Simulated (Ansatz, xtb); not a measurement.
# FH6NSi3: where a starting geometry ends

The starting geometry of this gas-phase singlet has its atoms placed at random.

```yaml
atoms:
  - { symbol: F, position_ang: [1.7907, -1.3881, -1.1510] }
  - { symbol: N, position_ang: [1.3820, 0.8022, -0.0306] }
  - { symbol: Si, position_ang: [-1.7685, 0.4044, 1.3596] }
  - { symbol: Si, position_ang: [-0.9599, 0.1806, -1.4397] }
  - { symbol: Si, position_ang: [0.0970, -1.2324, 0.5067] }
  - { symbol: H, position_ang: [1.8977, -0.4862, -1.6379] }
  - { symbol: H, position_ang: [0.9779, 0.7665, -1.2277] }
  - { symbol: H, position_ang: [2.1009, -1.0869, 0.4415] }
  - { symbol: H, position_ang: [-0.6537, 0.8817, 2.4402] }
  - { symbol: H, position_ang: [0.6012, 0.5488, 1.2395] }
  - { symbol: H, position_ang: [0.6700, 0.1165, -0.3250] }
```

One run relaxed it with r2SCAN-D4/def2-SVP. What is a likely outcome?

It loosens into FH2Si3 + H4N, which stay close as a complex. Distances that change by over a tenth: N2–H7 (1.26 → 1.02 Å). Contacts that open: F1–H6 (1.03 → 1.57 Å), Si5–H11 (1.69 → 2.89 Å). Contacts that close: F1–Si5 (2.38 → 1.74 Å), N2–H6 (2.12 → 1.06 Å), N2–H10 (1.51 → 1.02 Å), Si3–Si4 (2.92 → 2.24 Å), Si3–Si5 (2.62 → 2.20 Å), Si4–Si5 (2.63 → 2.40 Å), Si5–H8 (2.01 → 1.49 Å).

The energy falls by 12.70 eV over 32 steps:

```json
{"step": "1", "E − E(last) (eV)": "12.697"}
{"step": "4", "E − E(last) (eV)": "6.262"}
{"step": "8", "E − E(last) (eV)": "2.617"}
{"step": "11", "E − E(last) (eV)": "1.752"}
{"step": "15", "E − E(last) (eV)": "1.114"}
{"step": "18", "E − E(last) (eV)": "0.643"}
{"step": "22", "E − E(last) (eV)": "0.111"}
{"step": "25", "E − E(last) (eV)": "0.033"}
{"step": "29", "E − E(last) (eV)": "0.001"}
{"step": "32", "E − E(last) (eV)": "0.000"}
```

Final geometry (Å):

```xyz
11

F     1.8868   -1.2552   -0.0155
N     1.5116    1.1666   -0.8246
Si   -1.0132   -0.1559    1.3675
Si   -1.4873   -0.5212   -0.7926
Si    0.2488   -1.6687    0.3951
H     1.9128    0.2130   -0.5766
H     1.4065    1.2635   -1.8386
H     0.4373   -3.1284    0.6344
H    -1.3643    0.5552    2.6446
H     2.0576    1.9367   -0.4306
H     0.5388    1.1016   -0.3875
```

From the same start GFN2-xTB ends elsewhere, in pieces: FH3Si3 + H3N.

From so rough a start the end depends on the optimiser's path, so another program may land elsewhere. No frequencies were run, so the end isn't proven a minimum. Run with Ansatz 0.2.0, 51 s on 2 threads of Intel(R) Xeon(R) Gold 6455B (Sapphire Rapids) (shared host).
